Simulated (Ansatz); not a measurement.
Consider the ligand exchange at the Al–C bond: `C/C=[CH]/[AlH2]` + `[CH2]1[NH][AlH]1` → `[AlH2][N]1[CH2][AlH]1` + `C=CC`.

Computed with Ansatz on PBE0-D4/def2-TZVP structures; ΔE is electronic, products minus reactants. CBS: MP2 limit from def2 TZ/QZ plus the TZ coupled-cluster correction, frozen cores. Functionals use def2-TZVPP. HSE06 is defined as in plane-wave codes.

| level | ΔE (kJ/mol) | difference from CCSD(T)/CBS |
| --- | --- | --- |
| LDA (SPW92) | -87.5 | 9.4 |
| revPBE-D4 | -89.2 | 7.7 |
| r2SCAN-D4 | -95.2 | 1.7 |
| PBE0-D4 | -90.3 | 6.6 |
| B2PLYP | -98.4 | -1.5 |
| revPBE | -88.3 | 8.6 |
| BLYP | -95.0 | 1.9 |
| r2SCAN0 | -94.8 | 2.1 |
| HSE06 | -89.5 | 7.4 |
| BHLYP | -97.3 | -0.4 |
| LC-ωPBE | -91.0 | 5.9 |
| RPA@PBE/def2-TZVPP | -96.4 | 0.5 |
| MP2/def2-SVP | -101.5 | -4.6 |
| HF/def2-TZVPP | -99.5 | -2.6 |
| SCS-MP2/def2-TZVPP | -101.4 | -4.5 |
| CCSD/def2-TZVPP | -98.5 | -1.6 |
| CCSD(T)/CBS | -96.9 | 0 |

Largest T1 diagnostic among the species: 0.015.

Leaving LDA and LC-ωPBE aside and taking each functional with its dispersion term where it has one, the values, not all of them listed here, spread over 10.0 kJ/mol, from BHLYP-D4 to PBE-D4.
